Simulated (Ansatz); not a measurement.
# CaO (Calcium monoxide): the vertical ionisation energy from total energies

CaO has 2 atoms, charge 0, and is taken as a singlet. As SMILES, `[O]=[Ca]`. The shape comes from GFN2-xTB, which is rough for such elements, and wasn't checked as a minimum.

```xyz
2

O     0.0000    0.0000    0.0000
Ca    0.0000    0.0000    1.8457
```

Both states at this one shape; open shells run unrestricted unless said. 1 Eh = 27.2114 eV.

```
       level  program  singlet CaO (Eh)  doublet CaO+ (Eh)
SVWN5/STO-3G   Ansatz       -742.290833        -742.087935
 BLYP/STO-3G   Ansatz       -744.678217        -744.490985
  PBE/STO-3G   Ansatz       -744.413709        -744.224975
wB97X/STO-3G   Ansatz       -744.682486        -744.530808
```

Task: Work out the vertical ionisation energy at each level.

Result: 
1. SVWN5/STO-3G: -742.087935 − (-742.290833) = 0.202898 Eh = 5.52 eV.
2. BLYP/STO-3G: -744.490985 − (-744.678217) = 0.187232 Eh = 5.09 eV.
3. PBE/STO-3G: -744.224975 − (-744.413709) = 0.188734 Eh = 5.14 eV.
4. wB97X/STO-3G: -744.530808 − (-744.682486) = 0.151678 Eh = 4.13 eV.

No measured value is set beside it here; the levels span 4.13 to 5.52 eV. Minimal sets are far from the basis-set limit. The second state is spin-contaminated at SVWN5/STO-3G (⟨S²⟩ = 0.97). The second state is spin-contaminated at BLYP/STO-3G (⟨S²⟩ = 0.95). The second state is spin-contaminated at PBE/STO-3G (⟨S²⟩ = 0.96).
